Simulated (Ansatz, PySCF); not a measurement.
Gas-phase reaction (SMILES): NB(Cl)Cl + N (NH3) → NB(N)Cl + Cl (HCl); ammonia cleaves one B-Cl bond, a model of a ligand-exchange step.

Structures are relaxed separately at B3LYP-D3(BJ)/def2-TZVP in Ansatz (a first-principles code), one conformer each, not searched for the lowest. Valence correlation only, unless marked. Spin-orbit coupling is left out. No relativistic terms. CBS(X,Y): correlation extrapolated as X^-3; Hartree-Fock from the larger set. Thermal terms are rigid-rotor harmonic-oscillator values from B3LYP-D3(BJ) frequencies (Ansatz or PySCF) at 298.15 K and 1 atm. 1 Eh = 627.5095 kcal/mol.

| species | E, CCSD(T)/CBS(cc-pV(T+d)Z,cc-pV(Q+d)Z) (Ansatz) (Eh) | E, B3LYP-D3(BJ)/def2-TZVPD (Ansatz + dftd3) (Eh) | H - E (Eh) | G - E (Eh) |
|---|---|---|---|---|
| NB(Cl)Cl | -1000.38439 | -1001.44747 | 0.03939 | 0.00600 |
| N (NH3) | -56.50369 | -56.58902 | 0.03799 | 0.01614 |
| NB(N)Cl | -596.51354 | -597.20355 | 0.06511 | 0.03152 |
| Cl (HCl) | -460.37849 | -460.83744 | 0.01000 | -0.01120 |

Task: Work out ΔE and ΔH, ΔG, ΔS and the equilibrium constant at 298.15 K at the first level, then ΔH at the second.

Result: 
1. ΔE = [(-596.51354) + (-460.37849)] - [(-1000.38439) + (-56.50369)] = -0.00395 Eh = -2.5 kcal/mol at CCSD(T)/CBS(cc-pV(T+d)Z,cc-pV(Q+d)Z).
2. The terms H - E add up to -0.00227 Eh, so ΔH = (-0.00395 + (-0.00227))×627.5095 = -3.9 kcal/mol.
3. The terms G - E add up to -0.00182 Eh, so ΔG = -3.6 kcal/mol, and ΔS = (-0.00227 - (-0.00182))×627509.5/298.15 = -0.9 cal/(mol K).
4. log10 K = -ΔG/(RT ln 10) = 2.6, with RT ln 10 = 1.3642 kcal/mol.
5. At B3LYP-D3(BJ)/def2-TZVPD the same steps give ΔE = -2.8 and ΔH = -4.2 kcal/mol, a shift of -0.3 from the first level.
6. These values are not checked against measurement here, since the tables used lack a sound gas-phase enthalpy of formation for at least one species.
